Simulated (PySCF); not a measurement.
Ge(F)2(Cl)(NH2) (ClF₂GeH₂N), SMILES [NH2][Ge]([F])([F])[Cl].

Geometry optimised at PBE-D3(BJ)/def2-SVP. This is a generated structure with no PubChem entry under its InChIKey; it may be hypothetical. The values are those of a single conformer.

Two levels are set side by side: PBE/def2-TZVP (PySCF) and CAM-B3LYP/def2-TZVP (PySCF). Same geometry, gas phase. Differences are taken from unrounded values.

| quantity | CAM-B3LYP |
|---|---|
| orbital gap (eV) | 10.26 |
| highest occupied level (eV) | -10.46 |
| lowest empty level (eV) | -0.20 |
| dipole moment (D) | 3.08 |
| mean polarisability (bohr³) | 44.5 |

Task: What does PBE give, and how far is it from CAM-B3LYP? (Estimate from the structure and the level; the computed values follow.)

Result: 
```
quantity                       PBE  PBE minus CAM-B3LYP
---------------------------  -----  -------------------
orbital gap (eV)              5.15                -5.11
highest occupied level (eV)  -7.41                 3.05
lowest empty level (eV)      -2.26                -2.05
dipole moment (D)             2.97                -0.11
mean polarisability (bohr³)   47.1                  2.6
```

PBE's occupied levels lie high since its potential decays too fast outside the molecule; exact exchange lowers them and widens the gap. PBE's more diffuse valence density responds more strongly to a field. Differences between two approximate levels are no errors against the true value.

Rough cost on one machine, each run with all the roots and properties that it gave: CAM-B3LYP against PBE within a factor of 2.
